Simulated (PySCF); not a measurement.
Spin-rotation constants: `C=CC#CC[C@@H](F)C=C`, C8H9F

Geometry:
```
atom   x (Å)   y (Å)   z (Å)
  C1   3.476  -1.321  -0.001
  C2   2.736  -1.096  -1.080
  C3   1.554  -0.327  -1.063
  C4   0.544   0.328  -1.072
  C5  -0.672   1.109  -1.047
  C6  -1.219   1.241   0.385
  F7  -2.250   2.161   0.369
  C8  -1.684  -0.081   0.916
  C9  -2.923  -0.348   1.281
 H10   4.373  -1.914  -0.045
 H11   3.207  -0.918   0.962
 H12   3.010  -1.504  -2.046
 H13  -1.433   0.637  -1.677
 H14  -0.474   2.112  -1.440
 H15  -0.446   1.667   1.042
 H16  -0.899  -0.823   0.957
 H17  -3.697   0.400   1.231
 H18  -3.210  -1.319   1.645
```

Method: GIAO BHandHLYP/pcSseg-1 magnetisability, rotational g tensor and spin-rotation constants, non-relativistic, gas phase (PySCF). Geometry: GFN2-xTB.

(1) Give the nuclear spin-rotation constants along the inertial axes (H = +C I·J) beside the isotropic shieldings.

## Answers

(1) Rotational constants 3.3697, 0.6820, 0.6105 GHz. A star marks the isotopologue with that one atom substituted, in its own axes.
```csv
atom,isotope,Caa (kHz),Cbb (kHz),Ccc (kHz),mean (kHz),σ (ppm)
F7,19F,1.627,0.291,0.193,0.704,401.0
H10,1H,0.284,-0.068,-0.067,0.049,26.2
H11,1H,-0.110,-0.065,0.004,-0.057,26.0
H12,1H,-0.115,-0.062,0.002,-0.059,25.9
H13,1H,-0.338,-0.074,0.016,-0.132,29.3
H14,1H,-0.380,0.022,-0.058,-0.138,28.8
H15,1H,-0.308,-0.067,0.034,-0.114,26.7
H16,1H,0.168,-0.032,-0.070,0.022,25.4
H17,1H,0.188,-0.043,-0.069,0.025,26.1
H18,1H,-0.354,0.049,-0.056,-0.121,26.3
C1,13C*,1.609,0.128,0.179,0.639,50.1
C2,13C*,1.546,0.121,0.171,0.613,60.5
C3,13C*,0.145,0.230,0.224,0.200,98.6
C4,13C*,0.398,0.221,0.208,0.276,91.2
C5,13C*,0.528,0.107,0.100,0.245,157.0
C6,13C*,0.696,0.187,0.173,0.352,93.5
C8,13C*,1.334,0.296,0.109,0.580,41.0
C9,13C*,1.133,0.279,0.088,0.500,65.7
```
For the geometry as given, no vibrational averaging.
